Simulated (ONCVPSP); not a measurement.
**Before and after: ONCV potential for carbon (C)**

```
Element                 : C (Z = 6)
Generator               : ONCVPSP 4.0.1
Type                    : optimised norm-conserving Vanderbilt (ONCV)
Functional              : PBE
Relativity              : scalar-relativistic
Frozen core             : [He]
Valence charge          : 4
Reference configuration : 2s2 2p1.5 (charge +0.5)
Partial waves           : 2s: rc 1.25 bohr, ncon 4, nbas 7, qcut 5.1 1/bohr, 2 projectors, debl 3.8 Ha; 2p: rc 2.00 bohr, ncon 4, nbas 7, qcut 7.5 1/bohr, 1 projector
Local potential         : polynomial inside 1.15 bohr (lpopt 5, dvloc0 6 Ha)
Core correction         : none
```

All-electron outer shells of the reference configuration (PBE, scalar-relativistic, ld1.x):

| shell | level (eV) | outermost node (bohr) | outermost maximum (bohr) |
| --- | --- | --- | --- |
| 1s | -280.20 | – | 0.17 |
| 2s | -19.38 | 0.38 | 1.20 |
| 2p | -10.72 | – | 1.16 |

Change: s: nproj 0; local potential the s channel.

Cutoffs: the cutoffs (Ha) at which the residual kinetic energy of the hardest occupied pseudo-wave falls to 1 and 0.1 mHa per electron; they do not see the model core or the augmentation charge, which bear on the density cutoff. Errors are all-electron minus pseudo energies relative to the spin-unpolarised reference configuration.

Task: What does the change do?

Result: The potential gets neither clearly harder nor softer (30 Ha and 72 Ha → 30 Ha and 72 Ha); of the 4 tests that both files solve, the error grows in 1 and shrinks in 0 by more than 15 % and 0.3 meV (median size 11.9 → 11.9 meV); the range in which the s phases agree narrows (upper end at the end of the scan → 3.1); neither file shows a bound ghost.

| quantity | base | changed |
| --- | --- | --- |
| cutoff, loose | 30 Ha | 30 Ha |
| cutoff, tight | 72 Ha | 72 Ha |
| bound ghosts | none | none |
| GHOST(+) flags under 300 eV | none | none |
| error for 2s2 2p2, meV [ΔE -3.96 eV] | +3.2 | +3.8 |
| error for 2s2 2p1, meV [ΔE 6.90 eV] | +9.7 | +11 |
| error for 2s2 2p0, meV [ΔE 31.05 eV] | +210 | +222 |
| error for 2s1 2p2, meV [ΔE 15.65 eV] | -14 | -13 |
| s: phases at 1.27 bohr within 0.05 rad from the reference energy up to (Ha; the scan ends near 5) | to the end of the scan | 3.1 |
| p: phases at 2.03 bohr within 0.05 rad from the reference energy up to (Ha; the scan ends near 5) | 0.8 | 0.9 |
